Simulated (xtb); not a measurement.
O3Se, SMILES O=[Se+2]([O-])[O-]. All values are semi-empirical tight-binding results from xtb (GFN2-xTB unless named), good for trends rather than for accurate numbers. Coordinates come from a GFN2-xTB optimisation.

Optimised geometry:

```xyz
4

Se     0.0000     0.0000     0.0000
O      1.5405     0.0000     0.0000
O     -0.7702     1.3341     0.0000
O     -0.7702    -1.3341     0.0000
```

```json
{
 "point_group_as_xtb_finds_it": "D3h",
 "orbital_gap": "4.48 eV",
 "zero_point_energy": "5.3 kcal/mol",
 "G − E(el) at 298.15 K (modified RRHO)": "-11.1 kcal/mol",
 "static polarisability (D4 model)": "43.0 bohr³",
 "solvation energy, GFN2-xTB/ALPB(water)": "-0.8 kcal/mol",
 "solvation energy, GFN2-xTB/ALPB(dmso)": "-5.0 kcal/mol"
}
```

Computed atomic charges and the Wiberg bond orders between heavy atoms:
charges (e) Se1 0.93, O2 -0.31, O3 -0.31, O4 -0.31. Bond orders Se1–O2 1.71, Se1–O3 1.71, Se1–O4 1.71.
